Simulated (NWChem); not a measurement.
System: BCl$_{2}$, doublet; SMILES Cl[B]Cl

NWChem input:

```
start job
memory heap 200 mb stack 900 mb global 1100 mb
geometry units angstroms noautoz
  Cl     1.530211     0.000000    -0.099726
  B      0.000000     0.000000     0.703551
  Cl    -1.530211     0.000000    -0.099726
end
basis spherical
  * library def2-svpd
end
dft
  odft
  mult 2
  xc b3lyp
  iterations 150
end
tddft
  cis
  nroots 8
end
task tddft energy
```

In the optimisation the excess spin sits in a1 (C2v, its own frame). All runs use the structure optimised with PBE0/def2-SVP, spin-unrestricted. No stability test was run on the SCF state. B3LYP is NWChem's, with the RPA form of VWN correlation.

Vertical excitations in the gas phase. Excited states of an open shell can be spin-contaminated.

**Question.** Predict the main results of this run. (B3LYP/def2-SVPD, spin-unrestricted, TDA.) Quantities: lowest excitation (eV); oscillator strength of that lowest state; lowest empty minus highest occupied level, either spin (eV).

**Answer.** 
```json
{
  "lowest excitation (eV)": "2.35",
  "oscillator_strength_of_that_lowest_state": "0.007",
  "lowest empty minus highest occupied level, either spin (eV)": "3.68"
}
```
